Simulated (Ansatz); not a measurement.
C₅H₅F₃O₂ (`CC(=O)CC(=O)C(F)(F)F`). Total charge 0; spin multiplicity 1.

| atom | x (Å) | y (Å) | z (Å) |
| --- | --- | --- | --- |
| C1 | 1.265 | 0.111 | -2.019 |
| C2 | 0.639 | -0.551 | -0.828 |
| O3 | 0.207 | -1.671 | -0.849 |
| C4 | 0.591 | 0.294 | 0.444 |
| C5 | -0.309 | -0.321 | 1.475 |
| O6 | 0.056 | -1.029 | 2.363 |
| C7 | -1.807 | 0.052 | 1.354 |
| F8 | -2.204 | 0.062 | 0.078 |
| F9 | -2.582 | -0.765 | 2.036 |
| F10 | -1.969 | 1.297 | 1.834 |
| H11 | 0.597 | 0.898 | -2.381 |
| H12 | 1.423 | -0.620 | -2.810 |
| H13 | 2.209 | 0.591 | -1.750 |
| H14 | 1.604 | 0.339 | 0.855 |
| H15 | 0.280 | 1.313 | 0.197 |

Task: What are the harmonic wavenumbers in cm⁻¹ at PBE0-D4/def2-TZVP (Ansatz, finite differences of forces, unscaled)? (Estimate.)

Result: The calculation gave: 28, 34, 67, 122, 138, 219, 226, 311, 361, 437, 468, 505, 556, 567, 634, 733, 790, 840, 872, 986, 1021, 1101, 1169, 1186, 1199, 1262, 1305, 1362, 1383, 1440, 1454, 1466, 1830, 1885, 3054, 3072, 3122, 3128, 3177.

Task: Is this a minimum?

Result: Yes, all 39 modes are real.

Task: Give the ideal-gas thermochemistry at 298.15 K and 1 bar (rigid rotor, harmonic oscillator; point group C1, symmetry number 1).

Result: Zero-point energy 260.2 kJ/mol; H(298) − E = 289.8 kJ/mol; entropy 434.0 J/(mol·K), of which translation 171.7, rotation 124.0, vibration 138.3; G(298) − E = 160.4 kJ/mol. Modes under 100 cm⁻¹ are hindered rotations or soft bends, so the harmonic entropy is rough.

Task: Rotational constants (cm⁻¹)?

Result: 0.07605, 0.02956, 0.0276.
